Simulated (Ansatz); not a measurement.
## Nudged elastic band run: AlAsF2H4

The input (input.yaml):

```yaml
crystal:
  periodic: [false, false, false]
  atoms:
    - { symbol: Al, position_ang: [-0.830397, -1.160642, -0.583299] }
    - { symbol: H, position_ang: [-2.188742, -0.55466, -1.088922] }
    - { symbol: F, position_ang: [0.362515, -1.555128, -1.691331] }
    - { symbol: F, position_ang: [-0.790697, -2.008784, 0.860849] }
    - { symbol: H, position_ang: [0.025939, 1.733212, 1.572387] }
    - { symbol: As, position_ang: [0.539923, 0.915092, 0.406777] }
    - { symbol: H, position_ang: [0.990384, 2.06785, -0.465144] }
    - { symbol: H, position_ang: [1.891076, 0.563057, 0.988683] }
basis:
  gaussian: { orbitals: def2-SVP }
hamiltonian:
  xc: b3lyp
  dispersion: d4
neb:
  order_check: false
  images: 7
  f_tol: 0.05
  max_iterations: 60
  final_atoms:
    - { symbol: Al, position_ang: [-0.01086944, -0.66760178, -0.10985768] }
    - { symbol: H, position_ang: [-2.2466287, 0.03794792, -0.41873553] }
    - { symbol: F, position_ang: [-0.41160888, -0.98248281, -1.69671224] }
    - { symbol: F, position_ang: [-0.31610471, -1.86302906, 1.00562827] }
    - { symbol: H, position_ang: [-2.22412419, 0.16154914, 0.33352992] }
    - { symbol: As, position_ang: [1.13329166, 1.35180354, 0.56245664] }
    - { symbol: H, position_ang: [1.80121301, 1.4552456, -0.81039095] }
    - { symbol: H, position_ang: [2.27483225, 0.50656444, 1.13408156] }
  initial_path:
    images:
      - { positions_ang: [[-0.830397, -1.160642, -0.583299], [-2.188742, -0.55466, -1.088922], [0.362515, -1.555128, -1.691331], [-0.790697, -2.008784, 0.860849], [0.025939, 1.733212, 1.572387], [0.539923, 0.915092, 0.406777], [0.990384, 2.06785, -0.465144], [1.891076, 0.563057, 0.988683]] }
      - { positions_ang: [[-0.73301932, -1.18085583, -0.5156857], [-2.01078533, -0.29956675, -0.84788134], [0.22881696, -1.50768166, -1.7547696], [-0.82652854, -2.1559179, 0.76929687], [-0.24600617, 1.61390538, 1.24809726], [0.60218794, 0.92453613, 0.53433242], [1.00503166, 1.85885163, -0.48318632], [1.9803038, 0.746726, 1.04979641]] }
      - { positions_ang: [[-0.63564165, -1.20106966, -0.44807241], [-1.83282865, -0.04447349, -0.60684068], [0.09511891, -1.46023532, -1.8182082], [-0.86236008, -2.30305181, 0.67774474], [-0.51795135, 1.49459876, 0.92380752], [0.66445289, 0.93398026, 0.66188784], [1.01967932, 1.64985326, -0.50122865], [2.06953161, 0.93039501, 1.11090983]] }
      - { positions_ang: [[-0.53826397, -1.2212835, -0.38045911], [-1.65487198, 0.21061976, -0.36580002], [-0.03857913, -1.41278898, -1.8816468], [-0.89819162, -2.45018571, 0.58619261], [-0.78989652, 1.37529214, 0.59951778], [0.72671783, 0.94342439, 0.78944327], [1.03432698, 1.44085489, -0.51927097], [2.15875941, 1.11406401, 1.17202324]] }
      - { positions_ang: [[-0.4408863, -1.24149733, -0.31284581], [-1.47691531, 0.46571301, -0.12475936], [-0.17227718, -1.36534264, -1.9450854], [-0.93402315, -2.59731961, 0.49464048], [-1.0618417, 1.25598552, 0.27522804], [0.78898278, 0.95286851, 0.91699869], [1.04897464, 1.23185652, -0.53731329], [2.24798722, 1.29773301, 1.23313666]] }
      - { positions_ang: [[-0.33338208, -1.09802344, -0.26209878], [-1.66934366, 0.35877174, -0.19825341], [-0.2321101, -1.26962768, -1.88299211], [-0.77954354, -2.41374697, 0.62238743], [-1.35241232, 0.98237643, 0.28980351], [0.87506, 1.05260227, 0.82836318], [1.23703423, 1.28770379, -0.60558271], [2.25469847, 1.09994087, 1.20837289]] }
      - { positions_ang: [[-0.22587787, -0.95454955, -0.21135175], [-1.861772, 0.25183047, -0.27174745], [-0.29194303, -1.17391273, -1.82089882], [-0.62506393, -2.23017434, 0.75013437], [-1.64298295, 0.70876733, 0.30437898], [0.96113722, 1.15233603, 0.73972767], [1.42509383, 1.34355106, -0.67385212], [2.26140973, 0.90214873, 1.18360911]] }
      - { positions_ang: [[-0.11837365, -0.81107566, -0.16060471], [-2.05420035, 0.1448892, -0.34524149], [-0.35177595, -1.07819777, -1.75880553], [-0.47058432, -2.0466017, 0.87788132], [-1.93355357, 0.43515824, 0.31895445], [1.04721444, 1.25206978, 0.65109215], [1.61315342, 1.39939833, -0.74212153], [2.26812099, 0.70435659, 1.15884534]] }
      - { positions_ang: [[-0.01086944, -0.66760178, -0.10985768], [-2.2466287, 0.03794792, -0.41873553], [-0.41160888, -0.98248281, -1.69671224], [-0.31610471, -1.86302906, 1.00562827], [-2.22412419, 0.16154914, 0.33352992], [1.13329166, 1.35180354, 0.56245664], [1.80121301, 1.4552456, -0.81039095], [2.27483225, 0.50656444, 1.13408156]] }
```

Command:

```bash
$ ansatz run input.yaml --threads 2 --pin off --max-ram 3072MiB --backend cpu --events-out ev --progress --plain --runs-dir out
```

Output, in part (warnings, iteration lines, the closing report on the highest movable image, with atoms numbered from 0):

```
NEB end point (image 0): max|allowed force component| = 1.860e-3 eV/Å (the criterion of neb.relax_end_points is 1.000e-2)
NEB end point (image 8): max|allowed force component| = 2.800e-2 eV/Å (the criterion of neb.relax_end_points is 1.000e-2)
NEB iter   1: max|band force component| = 5.345e0 eV/Å  barrier→ = 2.4534 eV  barrier← = 2.3576 eV  Δτ_max = 0.2000 Å  (219 SCF iters)
NEB iter   2: max|band force component| = 2.341e0 eV/Å  barrier→ = 1.6216 eV  barrier← = 1.5258 eV  Δτ_max = 0.2000 Å  (202 SCF iters)
NEB iter   3: max|band force component| = 1.059e0 eV/Å  barrier→ = 1.7444 eV  barrier← = 1.6486 eV  Δτ_max = 0.1989 Å  (193 SCF iters)
NEB iter   4: max|band force component| = 1.595e0 eV/Å  barrier→ = 1.5749 eV  barrier← = 1.4791 eV  Δτ_max = 0.1015 Å  (197 SCF iters)
NEB iter   5: max|band force component| = 1.274e0 eV/Å  barrier→ = 1.6629 eV  barrier← = 1.5671 eV  Δτ_max = 0.1017 Å  (193 SCF iters)
NEB iter   6: max|band force component| = 4.386e-1 eV/Å  barrier→ = 1.7587 eV  barrier← = 1.6629 eV  CI = image 4  Δτ_max = 0.1571 Å  (188 SCF iters)
NEB iter   7: max|band force component| = 6.117e-1 eV/Å  barrier→ = 1.7277 eV  barrier← = 1.6319 eV  CI = image 4  Δτ_max = 0.0783 Å  (189 SCF iters)
NEB iter   8: max|band force component| = 2.295e-1 eV/Å  barrier→ = 1.7065 eV  barrier← = 1.6107 eV  CI = image 4  Δτ_max = 0.1437 Å  (192 SCF iters)
NEB iter   9: max|band force component| = 3.000e-1 eV/Å  barrier→ = 1.6949 eV  barrier← = 1.5991 eV  CI = image 4  Δτ_max = 0.0730 Å  (194 SCF iters)
NEB iter  10: max|band force component| = 2.314e-1 eV/Å  barrier→ = 1.6841 eV  barrier← = 1.5884 eV  CI = image 4  Δτ_max = 0.0366 Å  (193 SCF iters)
NEB iter  11: max|band force component| = 1.951e-1 eV/Å  barrier→ = 1.6791 eV  barrier← = 1.5834 eV  CI = image 4  Δτ_max = 0.0366 Å  (188 SCF iters)
NEB iter  12: max|band force component| = 1.217e-1 eV/Å  barrier→ = 1.6749 eV  barrier← = 1.5791 eV  CI = image 4  Δτ_max = 0.0365 Å  (188 SCF iters)
NEB iter  13: max|band force component| = 1.110e-1 eV/Å  barrier→ = 1.6710 eV  barrier← = 1.5753 eV  CI = image 4  Δτ_max = 0.0364 Å  (187 SCF iters)
NEB iter  14: max|band force component| = 1.002e-1 eV/Å  barrier→ = 1.6675 eV  barrier← = 1.5717 eV  CI = image 4  Δτ_max = 0.0364 Å  (184 SCF iters)
NEB iter  15: max|band force component| = 8.700e-2 eV/Å  barrier→ = 1.6643 eV  barrier← = 1.5685 eV  CI = image 4  Δτ_max = 0.0365 Å  (185 SCF iters)
NEB iter  16: max|band force component| = 7.613e-2 eV/Å  barrier→ = 1.6614 eV  barrier← = 1.5656 eV  CI = image 4  Δτ_max = 0.0365 Å  (187 SCF iters)
NEB iter  17: max|band force component| = 6.501e-2 eV/Å  barrier→ = 1.6589 eV  barrier← = 1.5631 eV  CI = image 4  Δτ_max = 0.0366 Å  (186 SCF iters)
NEB iter  18: max|band force component| = 1.019e-1 eV/Å  barrier→ = 1.6566 eV  barrier← = 1.5609 eV  CI = image 4  Δτ_max = 0.0183 Å  (186 SCF iters)
NEB iter  19: max|band force component| = 7.782e-2 eV/Å  barrier→ = 1.6554 eV  barrier← = 1.5597 eV  CI = image 4  Δτ_max = 0.0363 Å  (192 SCF iters)
NEB iter  20: max|band force component| = 9.234e-2 eV/Å  barrier→ = 1.6536 eV  barrier← = 1.5578 eV  CI = image 4  Δτ_max = 0.0727 Å  (180 SCF iters)
NEB iter  21: max|band force component| = 5.945e-2 eV/Å  barrier→ = 1.6521 eV  barrier← = 1.5563 eV  CI = image 4  Δτ_max = 0.0726 Å  (186 SCF iters)
NEB iter  22: max|band force component| = 5.980e-2 eV/Å  barrier→ = 1.6510 eV  barrier← = 1.5552 eV  CI = image 4  Δτ_max = 0.0364 Å  (188 SCF iters)
NEB iter  23: max|band force component| = 5.590e-2 eV/Å  barrier→ = 1.6501 eV  barrier← = 1.5543 eV  CI = image 4  Δτ_max = 0.0364 Å  (187 SCF iters)
NEB iter  24: max|band force component| = 4.766e-2 eV/Å  barrier→ = 1.6493 eV  barrier← = 1.5536 eV  CI = image 4  Δτ_max = 0.0354 Å  (188 SCF iters)
NEB iter  25: max|band force component| = 8.101e-2 eV/Å  barrier→ = 1.6489 eV  barrier← = 1.5531 eV  CI = image 4  Δτ_max = 0.0364 Å  (28 SCF iters)
NEB iter  26: max|band force component| = 8.316e-2 eV/Å  barrier→ = 1.6483 eV  barrier← = 1.5525 eV  CI = image 4  Δτ_max = 0.0364 Å  (188 SCF iters)
NEB iter  27: max|band force component| = 6.425e-2 eV/Å  barrier→ = 1.6477 eV  barrier← = 1.5519 eV  CI = image 4  Δτ_max = 0.0364 Å  (187 SCF iters)
NEB iter  28: max|band force component| = 1.232e-1 eV/Å  barrier→ = 1.6476 eV  barrier← = 1.5518 eV  CI = image 4  Δτ_max = 0.0183 Å  (177 SCF iters)
NEB iter  29: max|band force component| = 2.978e-2 eV/Å  barrier→ = 1.6475 eV  barrier← = 1.5518 eV  CI = image 4  Δτ_max = 0.0000 Å  (347 SCF iters)
Total energy: -72927.48852119 eV, -2680.0357711264 hartree
Atom 0 at    -0.506573    -1.055816    -0.365531 Å, force     0.000898     0.000115     0.010492 eV/Å
Atom 1 at    -1.713502     0.148074    -0.063999 Å, force    -0.002688     0.001764    -0.000125 eV/Å
Atom 2 at    -0.418932    -1.428216    -1.984975 Å, force    -0.000049    -0.000567    -0.001007 eV/Å
Atom 3 at    -0.570865    -2.238571     0.803898 Å, force     0.001216    -0.002256    -0.005780 eV/Å
Atom 4 at    -0.934242     0.887845     0.266393 Å, force     0.001852     0.000748    -0.000202 eV/Å
Atom 5 at     0.847072     0.908021     0.346483 Å, force    -0.002681    -0.000699    -0.004682 eV/Å
Atom 6 at     1.635139     1.763252    -0.613749 Å, force     0.002606     0.000286    -0.000338 eV/Å
Atom 7 at     1.661904     1.015408     1.611480 Å, force    -0.001155     0.000610     0.001642 eV/Å
Dipole moment:     0.275590     0.669965     0.217632 e Å
```

It converged. The band force fell under the threshold earlier too, but the program's further tests of the path sent the band on. Neighbouring images differ by up to 1.2 eV, so the band resolves the path poorly. A vibrational analysis at the climbing image gives one clearly imaginary mode, 1159i cm⁻¹: a first-order saddle point. The orbitals stay closed-shell, which can raise the energy where a bond breaks towards radicals; this wasn't checked here.

Final band (atoms are numbered from 1 in the order of the input):

```json
{"image": "0", "path coordinate (Å)": "0.00", "energy (kcal/mol)": "0.0", "Al1–H2 (Å)": "1.57", "H5–As6 (Å)": "1.51", "H2–H5 (Å)": "4.15"}
{"image": "1", "path coordinate (Å)": "0.87", "energy (kcal/mol)": "0.3", "Al1–H2 (Å)": "1.57", "H5–As6 (Å)": "1.51", "H2–H5 (Å)": "3.87"}
{"image": "2", "path coordinate (Å)": "1.74", "energy (kcal/mol)": "1.4", "Al1–H2 (Å)": "1.57", "H5–As6 (Å)": "1.51", "H2–H5 (Å)": "3.23"}
{"image": "3", "path coordinate (Å)": "2.61", "energy (kcal/mol)": "9.9", "Al1–H2 (Å)": "1.58", "H5–As6 (Å)": "1.52", "H2–H5 (Å)": "2.16"}
{"image": "4", "path coordinate (Å)": "3.48", "energy (kcal/mol)": "38.0", "Al1–H2 (Å)": "1.73", "H5–As6 (Å)": "1.78", "H2–H5 (Å)": "1.12"}
{"image": "5", "path coordinate (Å)": "4.09", "energy (kcal/mol)": "20.0", "Al1–H2 (Å)": "2.05", "H5–As6 (Å)": "2.16", "H2–H5 (Å)": "0.80"}
{"image": "6", "path coordinate (Å)": "4.71", "energy (kcal/mol)": "7.2", "Al1–H2 (Å)": "2.30", "H5–As6 (Å)": "2.57", "H2–H5 (Å)": "0.77"}
{"image": "7", "path coordinate (Å)": "5.32", "energy (kcal/mol)": "3.1", "Al1–H2 (Å)": "2.38", "H5–As6 (Å)": "3.06", "H2–H5 (Å)": "0.76"}
{"image": "8", "path coordinate (Å)": "5.94", "energy (kcal/mol)": "2.2", "Al1–H2 (Å)": "2.36", "H5–As6 (Å)": "3.57", "H2–H5 (Å)": "0.76"}
```

Run time: 5.9 min on 2 threads of Intel(R) Xeon(R) Platinum 8488C (Sapphire Rapids), on a shared host, peak memory 0.25 GiB.
